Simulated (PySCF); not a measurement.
The third ionisation energy along group 11

All values are computed (PySCF 2.14, energy differences of UHF-based or UKS calculations, no spin-orbit coupling). Values in eV. The last column holds reference values (NIST; (s) semi-empirical, (t) theoretical, else measured). Unmarked ones compare directly (S terms, centres of terms, or small fine structure); those marked * lie between the lowest fine-structure levels and include a spin-orbit shift.

```
                                                                              element                 configurations     UHF     LDA     PBE  r2SCAN  MP2 (valence)  SCS-MP2 (valence and next inner shell)         reference
Cu (x2c-TZVPPall with one added diffuse shell each of s, p, d, f type, spin-free X2C)            [Ar] 3d9 → [Ar] 3d8  34.004  38.031  37.335  36.467         36.679                                  36.866  36.841 ± 0.012 *
Ag (x2c-TZVPPall with one added diffuse shell each of s, p, d, f type, spin-free X2C)            [Kr] 4d9 → [Kr] 4d8  32.959  35.615  35.118  34.697         34.837                                  34.664  34.8 ± 0.3 (s) *
Au (x2c-TZVPPall with one added diffuse shell each of s, p, d, f type, spin-free X2C)  [Xe] 4f14 5d9 → [Xe] 4f14 5d8  30.881  33.421  32.897  32.534         32.554                                  32.440    30 ± 1.6 (t) *
```

"Valence" correlates the outer s and p shells and, in groups 3 to 12 and the f block, the outer d or f shell, open or full, or the next shell where the ion has no valence electron left; the wider scheme adds the next inner shell.
